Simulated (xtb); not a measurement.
C4NiO4, singlet, geometry from GFN2-xTB (such geometries of metal compounds can be far from the true shape); GFN2-xTB (xtb).

xtb was given this input:
```
$ xtb mol.xyz --gfn 2 --acc 0.1 --json

# file mol.xyz
9

Ni    -0.00003582    -0.00773716     0.01960940
O      1.93923716     1.49032821    -1.61885180
C      1.19284818     0.91499975    -0.99111156
O      1.44317332    -1.42618256     2.16326098
C      0.88547197    -0.88079153     1.34248493
O     -1.42199832    -1.96263108    -1.66803699
C     -0.87547925    -1.21207300    -1.01987292
O     -1.94751852     1.86910439     1.19287458
C     -1.19927282     1.14744715     0.74402434
```

**Question.** What does xtb print? Leave out banner, timings and long lists.

**Answer.** 
```
   ID    Z sym.   atoms
    1   28 Ni     1
    2    8 O      2, 4, 6, 8
    3    6 C      3, 5, 7, 9

           -------------------------------------------------
          |                Calculation Setup                |
           -------------------------------------------------

           -------------------------------------------------
          |                 G F N 2 - x T B                 |
           -------------------------------------------------

          ...................................................
          :                      SETUP                      :
          :.................................................:
          :  # basis functions                  42          :
          :  # atomic orbitals                  41          :
          :  # shells                           19          :
          :  # electrons                        50          :
          :  max. iterations                   250          :
          :  Hamiltonian                  GFN2-xTB          :
          :  restarted?                      false          :
          :  GBSA solvation                  false          :
          :  PC potential                    false          :
          :  electronic temp.          300.0000000     K    :
          :  accuracy                    0.1000000          :
          :  -> integral cutoff          0.3500000E+02      :
          :  -> integral neglect         0.1000000E-08      :
          :  -> SCF convergence          0.1000000E-06 Eh   :
          :  -> wf. convergence          0.1000000E-04 e    :
          :  Broyden damping             0.4000000          :
          :  net charge                          0          :
          :  unpaired electrons                  0          :
          ...................................................

 iter      E             dE          RMSdq      gap      omega  full diag
   1    -29.7282987 -0.297283E+02  0.100E+01    5.31       0.0  T
   2    -29.8181585 -0.898598E-01  0.594E+00    4.17       1.0  T
   3    -29.7901252  0.280332E-01  0.287E+00    3.26       1.0  T
   4    -29.8470188 -0.568936E-01  0.152E+00    3.52       1.0  T
   5    -29.8483602 -0.134139E-02  0.912E-01    3.79       1.0  T
   6    -29.8509222 -0.256196E-02  0.298E-01    3.52       1.0  T
   7    -29.8512183 -0.296072E-03  0.335E-02    3.58       1.0  T
   8    -29.8512270 -0.873941E-05  0.153E-02    3.58       2.2  T
   9    -29.8512277 -0.727249E-06  0.543E-03    3.58       6.1  T
  10    -29.8512278 -0.955219E-07  0.154E-03    3.58      21.6  T
  11    -29.8512278 -0.858651E-08  0.282E-04    3.58     118.3  T
  12    -29.8512278 -0.239481E-09  0.729E-05    3.58     457.1  T
  13    -29.8512278 -0.184848E-10  0.630E-06    3.58    5292.1  T

   *** convergence criteria satisfied after 13 iterations ***

         :::::::::::::::::::::::::::::::::::::::::::::::::::::
         ::                     SUMMARY                     ::
         :::::::::::::::::::::::::::::::::::::::::::::::::::::
         :: total energy             -29.551831877469 Eh    ::
         :: gradient norm              0.000096760551 Eh/a0 ::
         :: HOMO-LUMO gap              3.580306478670 eV    ::
         ::.................................................::
         :: SCC energy               -29.851201097273 Eh    ::
         :: -> isotropic ES            0.046472586824 Eh    ::
         :: -> anisotropic ES          0.000084777535 Eh    ::
         :: -> anisotropic XC          0.007707396222 Eh    ::
         :: -> dispersion             -0.007211565274 Eh    ::
         :: repulsion energy           0.299369219804 Eh    ::
         :: add. restraining           0.000000000000 Eh    ::
         :: total charge               0.000000000000 e     ::
         :::::::::::::::::::::::::::::::::::::::::::::::::::::

           -------------------------------------------------
          |                Property Printout                |
           -------------------------------------------------

    * Orbital Energies and Occupations

         #    Occupation            Energy/Eh            Energy/eV
      -------------------------------------------------------------
         1        2.0000           -0.8117605             -22.0891
       ...           ...                  ...                  ...
        13        2.0000           -0.6328201             -17.2199
        14        2.0000           -0.6302029             -17.1487
        15        2.0000           -0.6301923             -17.1484
        16        2.0000           -0.6301871             -17.1483
        17        2.0000           -0.5823065             -15.8454
        18        2.0000           -0.5311068             -14.4522
        19        2.0000           -0.5310728             -14.4512
        20        2.0000           -0.5310321             -14.4501
        21        2.0000           -0.4494508             -12.2302
        22        2.0000           -0.4494154             -12.2292
        23        2.0000           -0.4295970             -11.6899
        24        2.0000           -0.4295761             -11.6894
        25        2.0000           -0.4295301             -11.6881 (HOMO)
        26                         -0.2979562              -8.1078 (LUMO)
        27                         -0.2977118              -8.1012
        28                         -0.2973835              -8.0922
        29                         -0.2968123              -8.0767
        30                         -0.2967781              -8.0757
        31                         -0.2967025              -8.0737
        32                         -0.2956403              -8.0448
        33                         -0.2955457              -8.0422
        34                          0.6033159              16.4171
        35                          0.6955251              18.9262
        36                          0.6992210              19.0268
       ...                                ...                  ...
        41                          0.9991222              27.1875
      -------------------------------------------------------------
                  HL-Gap            0.1315738 Eh            3.5803 eV
             Fermi-level           -0.3637432 Eh           -9.8980 eV

     #   Z          covCN         q      C6AA      α(0)
     1  28 Ni       3.521    -1.040   206.556    29.655
     2   8 O        0.856    -0.084    16.277     5.409
     3   6 C        1.736     0.344    23.674     7.872
     4   8 O        0.856    -0.084    16.276     5.409
     5   6 C        1.736     0.344    23.672     7.871
     6   8 O        0.856    -0.084    16.275     5.409
     7   6 C        1.736     0.344    23.673     7.871
     8   8 O        0.856    -0.084    16.275     5.409
     9   6 C        1.736     0.344    23.672     7.871

 Mol. C6AA /au·bohr⁶  :       2445.857737
 Mol. C8AA /au·bohr⁸  :      93291.182025
 Mol. α(0) /au        :         82.776102

Wiberg/Mayer (AO) data.
largest (>0.10) Wiberg bond orders for each atom

 ---------------------------------------------------------------------------
     #   Z sym  total        # sym  WBO       # sym  WBO       # sym  WBO
 ---------------------------------------------------------------------------
     1  28 Ni   4.804 --     5 C    1.053     3 C    1.053     9 C    1.053
                             7 C    1.053     2 O    0.148     4 O    0.148
                             6 O    0.148     8 O    0.148
     2   8 O    2.593 --     3 C    2.373     1 Ni   0.148
     3   6 C    3.560 --     2 O    2.373     1 Ni   1.053
     4   8 O    2.593 --     5 C    2.373     1 Ni   0.148
     5   6 C    3.560 --     4 O    2.373     1 Ni   1.053
     6   8 O    2.593 --     7 C    2.373     1 Ni   0.148
     7   6 C    3.560 --     6 O    2.373     1 Ni   1.053
     8   8 O    2.593 --     9 C    2.373     1 Ni   0.148
     9   6 C    3.560 --     8 O    2.373     1 Ni   1.053
 ---------------------------------------------------------------------------

Topologies differ in total number of bonds
Writing topology from bond orders to xtbtopo.mol

molecular dipole:
                 x           y           z       tot (Debye)
 q only:       -0.000       0.000      -0.000
   full:        0.001       0.000      -0.001       0.004
molecular quadrupole (traceless):
                xx          xy          yy          xz          yz          zz
 q only:       -0.002      -0.000       0.000      -0.000       0.002       0.002
  q+dip:        0.013      -0.004       0.003       0.006       0.004      -0.016
   full:       -0.013       0.004      -0.002      -0.005       0.000       0.015

           -------------------------------------------------
          | TOTAL ENERGY              -29.551831877469 Eh   |
          | GRADIENT NORM               0.000096760551 Eh/α |
          | HOMO-LUMO GAP               3.580306478670 eV   |
           -------------------------------------------------

normal termination of xtb
```
